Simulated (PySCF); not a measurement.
BaF2, SMILES [F][Ba][F]. Atoms are numbered in the order given.

```xyz
3

Ba     0.0000     0.0000     0.2685
F      0.0000    -1.9345    -0.8352
F      0.0000     1.9345    -0.8352
```
Charge 0, spin multiplicity 1.

Coordinates come from a B3LYP-D3(BJ)/def2-TZVP optimisation. The isomer is the one that the SMILES or the coordinates give; other isomers of the formula were not compared. The def2 effective core potentials stand for the cores of Ba; spin–orbit coupling is left out.

All values below come from ωB97X/def2-TZVPD run with PySCF.

Symmetry labels are those of the subgroup C2v that the program uses (full group C2v).

Computed valence orbital energies around the gap with their symmetry:
```json
[
 {"orbital": "HOMO−7", "symmetry": "A1", "energy (eV)": "-21.78"},
 {"orbital": "HOMO−6", "symmetry": "B2", "energy (eV)": "-21.40"},
 {"orbital": "HOMO−5", "symmetry": "A1", "energy (eV)": "-11.67"},
 {"orbital": "HOMO−4", "symmetry": "B2", "energy (eV)": "-11.47"},
 {"orbital": "HOMO−3", "symmetry": "A2", "energy (eV)": "-11.46"},
 {"orbital": "HOMO−2", "symmetry": "B1", "energy (eV)": "-11.22"},
 {"orbital": "HOMO−1", "symmetry": "A1", "energy (eV)": "-11.03"},
 {"orbital": "HOMO", "symmetry": "B2", "energy (eV)": "-10.67"},
 {"orbital": "LUMO", "symmetry": "A1", "energy (eV)": "0.05"},
 {"orbital": "LUMO+1", "symmetry": "B1", "energy (eV)": "0.80"},
 {"orbital": "LUMO+2", "symmetry": "B2", "energy (eV)": "1.11"},
 {"orbital": "LUMO+3", "symmetry": "A1", "energy (eV)": "1.14"}
]
```
